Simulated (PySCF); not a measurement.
## Dipole moment and polarisability of cyclo-(H2SnO)4

Compound: cyclo-(H2SnO)4.
Geometry (PBE0-D3(BJ)/def2-SVP, Å), atoms numbered from 1 in this order:
```xyz
16
H8O4Sn4 angstrom
Sn    -0.7382   -2.2311   -0.3113
H     -0.8572   -3.7744    0.4154
H     -1.3752   -2.0557   -1.8877
O     -1.5584   -0.9686    0.9707
Sn    -2.1092    0.8976    0.6089
H     -1.6046    1.8445    1.9402
H     -3.7738    0.9243    0.2187
O     -1.1541    1.3712   -1.0556
Sn     0.7506    1.8743   -1.2401
H      0.8766    3.5795   -1.2615
H      1.3692    1.0291   -2.5911
O      1.5812    1.2958    0.4581
Sn     2.0925   -0.5498    0.9568
H      3.7636   -0.7583    0.6607
H      1.5385   -0.8235    2.5507
O      1.1641   -1.6890   -0.3664
```

Level: PBE0/def2-SVPD (PySCF), static field, nuclei fixed, core orbitals frozen in the response. The polarisability tensor in these axes (au):

```
x   166.02   0.05   0.12
y     0.05 165.04  -4.50
z     0.12  -4.50 146.27
```

Diagonalise the tensor; give its mean and Δα, where Δα² is half the sum of the squared differences of the eigenvalues.

Principal values 145.25, 166.01 and 166.07 au; mean 159.11 au = 23.58 Å³ = 26.23 × 10⁻⁴⁰ C²·m²/J; Δα = 20.80 au (13 % of the mean).

What is the dipole moment?

0.09 D at this geometry.

Molar refractivity from α?

Lorentz–Lorenz: R = (4π/3)N_A α = 2.5225 cm³/(mol·Å³) × 23.58 Å³ = 59.5 cm³/mol, in the limit of long wavelengths.

In TDDFT the mean static polarisability is Σ f/ω² over all singlet excitations (ω in hartree). How much of it do the 10 lowest give? Their energies (eV) and oscillator strengths: 5.90, 0.0562; 5.90, 0.0981; 5.91, 0.0658; 5.97, 0.0009; 6.12, 0.0001; 6.15, 0.0337; 6.16, 0.0137; 6.16, 0.0145; 6.25, 0.0252; 6.31, 0.0037.

They add up to 6.46 au, 4.1 % of the 159.11 au; the largest single term is 2.08 au, from the state at 5.90 eV. Terms in order: 1.20, 2.08, 1.40, 0.02, 0.00, 0.66, 0.27, 0.28, 0.48, 0.07 au. Higher excitations give the rest. The strengths listed sum to 0.312.

Refractivity n − 1 of an ideal gas of it at 298.15 K and 1 atm, from the electronic α?

N = p/kT = 2.4615 × 10¹⁹ cm⁻³, so n − 1 = 2π × N × 23.58 × 10⁻²⁴ cm³ = 3647 × 10⁻⁶ at long wavelengths, for an ideal gas.

The structure is a single PBE0-D3(BJ)/def2-SVP conformer in the gas phase; no vibrational or solvent corrections. Atoms past krypton carry effective core potentials; spin–orbit coupling is left out.
